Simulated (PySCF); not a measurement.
# Bond lengths and vibrations by method: ClGeH2O2

All numbers below are calculated, not measured. They come from PySCF 2.14.0, an open-source quantum chemistry program, on an isolated molecule that a program drew, which may never have been made. The molecule is ClGeH2O2 (charge 0, doublet), drawn as the SMILES string `[OH][Ge]([OH])[Cl]`.

The geometry was optimised and harmonic frequencies were computed with HF and MP2, all in the cc-pV(D+d)Z basis, for the commonest isotopes, with a restricted reference for singlets and an unrestricted one otherwise, and a frozen core in MP2. Germanium has the cc-pVDZ-PP basis, with a core potential (ECP10MDF) in place of its 10 inner electrons, and its 3s, 3p and 3d shells are frozen in MP2. Each result is a local minimum of its method.

Geometry at the HF minimum:
```xyz
6
ClGeH2O2, angstrom
O    -1.7405    0.5557   -0.4709
Ge   -3.1956    0.0740    0.4066
O    -4.4689    0.1228   -0.8029
Cl   -2.9284   -1.9624    1.1415
H    -0.9140    0.3286   -0.0661
H    -4.1452    0.2808   -1.6820
```

Lengths of the bonds as drawn, in Å (atoms numbered as above):
```
bond,HF,MP2
O1-Ge2,1.766,1.802
Ge2-O3,1.757,1.793
Ge2-Cl4,2.181,2.189
O1-H5,0.948,0.971
O3-H6,0.950,0.973
```

Rotational constants, in GHz:
| constant | HF | MP2 |
|---|---|---|
| A | 6.011 | 5.874 |
| B | 2.82 | 2.764 |
| C | 2.183 | 2.133 |

Harmonic frequencies in cm^-1, each column in rising order, so a row needn't be the same motion in every method:
```
rank    HF   MP2
   1   145   112
   2   201   187
   3   224   217
   4   255   231
   5   272   251
   6   410     ?
   7   742   698
   8   761   718
   9   917   888
  10   945   926
  11  4112  3802
  12  4143  3832
```

**Estimate the missing MP2 frequency from the HF column.**

A single factor s that minimises the squared misfit of MP2 against s times HF over the other rows is sum(HF x MP2) / sum(HF^2) = 0.9276, with an rms misfit of 21 cm^-1. For rank 6 it gives 0.9276 x 410 = 380 cm^-1. The calculation gives 403 cm^-1, 23 cm^-1 above the estimate. The drawn bonds are on average 1.9 % longer in MP2 than in HF.
